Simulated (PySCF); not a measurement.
Computed spin Hamiltonian

C7H15 (doublet state).
Z-matrix (Å and degrees, GFN2-xTB geometry), rows numbered from 1:
```
C 
C   1  1.4712
C   2  1.5356  1  111.03
C   3  1.5240  2  111.22  1   -67.90
C   2  1.5644  1  112.51  3   124.74
C   5  1.5262  2  110.28  1    67.02
C   5  1.5251  2  112.14  1   -56.26
H   1  1.0722  2  121.16  3   149.91
H   1  1.0728  2  120.48  3   -33.68
H   2  1.0983  1  108.92  3  -118.99
H   3  1.0907  2  109.50  1    52.76
H   3  1.0925  2  109.62  1   171.07
H   4  1.0878  3  110.21  2    58.15
H   4  1.0882  3  110.55  2   -61.49
H   4  1.0878  3  110.65  2   178.36
H   5  1.0963  2  107.01  1  -175.37
H   6  1.0873  5  110.48  2   -64.02
H   6  1.0880  5  110.83  2    56.35
H   6  1.0881  5  110.24  2   176.21
H   7  1.0882  5  110.04  2  -179.09
H   7  1.0874  5  110.20  2    61.40
H   7  1.0867  5  111.28  2   -59.31
```

The hyperfine couplings belong to this conformer and change with its torsions.

As a line formula: `[CH2][C@@H](CC)C(C)C` [radical].

Computed, not measured: UKS B3LYP, pcH-1 on C H, non-relativistic, mean-field spin-orbit, GIAO in PySCF. Isolated species at its GFN2-xTB geometry (one conformer only). The geometry wasn't refined by DFT: couplings that depend on bond lengths, twists or pyramidal angles can differ widely from those at the functional's own minimum. The SCF solution wasn't tested for stability.

| Item | Value |
| --- | --- |
| g1, g2, g3 | 2.00220, 2.00279, 2.00306 |
| g_iso | 2.00268 |
| Form of g | rhombic: the two nearest values differ by 31 % of g3 − g1 |
| ⟨S²⟩ | 0.7537 (exact 0.7500) |
| α and β electrons | 29, 28 |
| HOMO–LUMO gap, α and β orbitals | 6.79, 6.79 eV |

Hyperfine couplings atom by atom, in G; T1 to T3 are the principal values of the dipolar part; ρ(0) is the spin density at the nucleus (MHz turned into gauss with g_iso; 10 G = 1 mT):

```json
{"atom": "C1", "isotope": "13C", "a_iso": "31.7", "T1": "-28.8", "T2": "-28.5", "T3": "57.3", "Mulliken spin population": "1.07", "ρ(0) (bohr⁻³)": "0.0791"}
{"atom": "C2", "isotope": "13C", "a_iso": "-11.6", "T1": "-0.7", "T2": "0.0", "T3": "0.8", "Mulliken spin population": "-0.09", "ρ(0) (bohr⁻³)": "-0.0289"}
{"atom": "C3", "isotope": "13C", "a_iso": "5.3", "T1": "-0.8", "T2": "-0.6", "T3": "1.4", "Mulliken spin population": "0.01", "ρ(0) (bohr⁻³)": "0.0132"}
{"atom": "C4", "isotope": "13C", "a_iso": "0.7", "T1": "-0.5", "T2": "-0.1", "T3": "0.7", "Mulliken spin population": "0.01", "ρ(0) (bohr⁻³)": "0.0017"}
{"atom": "C5", "isotope": "13C", "a_iso": "25.2", "T1": "-2.5", "T2": "-2.2", "T3": "4.7", "Mulliken spin population": "0.06", "ρ(0) (bohr⁻³)": "0.0629"}
{"atom": "C6", "isotope": "13C", "a_iso": "0.2", "T1": "-0.4", "T2": "0.0", "T3": "0.4", "Mulliken spin population": "0.00", "ρ(0) (bohr⁻³)": "0.0005"}
{"atom": "C7", "isotope": "13C", "a_iso": "0.8", "T1": "-0.5", "T2": "0.0", "T3": "0.5", "Mulliken spin population": "0.00", "ρ(0) (bohr⁻³)": "0.0020"}
{"atom": "H8", "isotope": "1H", "a_iso": "-22.5", "T1": "-14.0", "T2": "0.0", "T3": "13.9", "Mulliken spin population": "-0.05", "ρ(0) (bohr⁻³)": "-0.0141"}
{"atom": "H9", "isotope": "1H", "a_iso": "-22.4", "T1": "-14.0", "T2": "0.0", "T3": "14.0", "Mulliken spin population": "-0.05", "ρ(0) (bohr⁻³)": "-0.0140"}
{"atom": "H10", "isotope": "1H", "a_iso": "14.2", "T1": "-1.8", "T2": "-1.6", "T3": "3.4", "Mulliken spin population": "0.02", "ρ(0) (bohr⁻³)": "0.0089"}
{"atom": "H11", "isotope": "1H", "a_iso": "-0.7", "T1": "-1.1", "T2": "-1.0", "T3": "2.2", "Mulliken spin population": "0.00", "ρ(0) (bohr⁻³)": "-0.0004"}
{"atom": "H12", "isotope": "1H", "a_iso": "-0.1", "T1": "-0.8", "T2": "-0.5", "T3": "1.3", "Mulliken spin population": "0.00", "ρ(0) (bohr⁻³)": "-0.0001"}
{"atom": "H13", "isotope": "1H", "a_iso": "0.8", "T1": "-2.0", "T2": "-1.1", "T3": "3.1", "Mulliken spin population": "0.00", "ρ(0) (bohr⁻³)": "0.0005"}
{"atom": "H14", "isotope": "1H", "a_iso": "0.3", "T1": "-0.7", "T2": "-0.6", "T3": "1.2", "Mulliken spin population": "0.00", "ρ(0) (bohr⁻³)": "0.0002"}
{"atom": "H15", "isotope": "1H", "a_iso": "-0.3", "T1": "-0.6", "T2": "-0.4", "T3": "1.0", "Mulliken spin population": "0.00", "ρ(0) (bohr⁻³)": "-0.0002"}
{"atom": "H16", "isotope": "1H", "a_iso": "1.0", "T1": "-1.5", "T2": "-0.7", "T3": "2.1", "Mulliken spin population": "0.00", "ρ(0) (bohr⁻³)": "0.0006"}
{"atom": "H17", "isotope": "1H", "a_iso": "-0.1", "T1": "-1.6", "T2": "-1.1", "T3": "2.6", "Mulliken spin population": "0.00", "ρ(0) (bohr⁻³)": "-0.0001"}
{"atom": "H18", "isotope": "1H", "a_iso": "0.2", "T1": "-0.7", "T2": "-0.6", "T3": "1.2", "Mulliken spin population": "0.00", "ρ(0) (bohr⁻³)": "0.0001"}
{"atom": "H19", "isotope": "1H", "a_iso": "-0.1", "T1": "-0.6", "T2": "-0.3", "T3": "0.9", "Mulliken spin population": "0.00", "ρ(0) (bohr⁻³)": "-0.0001"}
{"atom": "H20", "isotope": "1H", "a_iso": "-0.3", "T1": "-0.7", "T2": "-0.3", "T3": "1.0", "Mulliken spin population": "0.00", "ρ(0) (bohr⁻³)": "-0.0002"}
{"atom": "H21", "isotope": "1H", "a_iso": "0.1", "T1": "-2.0", "T2": "-1.1", "T3": "3.1", "Mulliken spin population": "0.00", "ρ(0) (bohr⁻³)": "0.0000"}
{"atom": "H22", "isotope": "1H", "a_iso": "0.2", "T1": "-0.7", "T2": "-0.6", "T3": "1.3", "Mulliken spin population": "0.00", "ρ(0) (bohr⁻³)": "0.0001"}
```

The largest Mulliken spin populations are on C1 (+1.07) and C2 (-0.09). C1 is the only atom above +0.15. The positive populations add up to 1.18 and the negative ones to -0.18, together 2S = 1. The angles at C1 add up to 359.9°, so it is planar; its axial dipolar tensor and the negative couplings of its protons fit spin in a p orbital normal to that plane.

Axes: g2 points within 6° of the C1–C2 bond.

Under fast tumbling the dipolar parts average out, and these isotropic splittings remain: 2 × 1H (H8/H9, I = 1/2, 3 lines) with 2.25 mT, 1 × 1H (H10, I = 1/2, 2 lines) with 1.42 mT, 1 × 1H (H16, I = 1/2, 2 lines) with 0.10 mT and 1 × 1H (H11, I = 1/2, 2 lines) with 0.07 mT.

Means are taken over nuclei equivalent by connectivity, which assumes that they swap fast.

The 13C coupling of C1 (88.9 MHz) shows only in satellite lines or after enrichment, since that isotope makes up about 1.07 % of natural carbon.

β density exceeds α density at some nuclei, such as C2 (-0.0289) and H8/H9 (-0.0141), spin density in bohr⁻³. In a single determinant that takes different orbitals for the two spins, that is spin polarisation.
